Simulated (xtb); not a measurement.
C$_{3}$H$_{3}$N$_{2}$ (SMILES [c]1c[nH]cn1), doublet, geometry from GFN2-xTB. Base run: GFN0-xTB (xtb).

Here is a job for xtb.
```
$ xtb mol.xyz --gfn 0 --uhf 1 --json

# file mol.xyz
8

C      0.62144743    -1.03886727    -0.00704831
C      1.15265949     0.20944187     0.02891025
N      0.05451505     1.04591052     0.02172701
C     -1.04336427     0.24979233    -0.01753433
N     -0.70674734    -1.01313845    -0.03511281
H      2.15724996     0.57184534     0.05764149
H      0.07195203     2.05438155     0.04192068
H     -2.04803183     0.62216701    -0.03182727
```

Variants of this job, named by their change:

```
change        ΔE vs base (kJ/mol)
------------  -------------------
base                         0.00
etemp = 1000                -0.21
acc = 30                     0.00
```
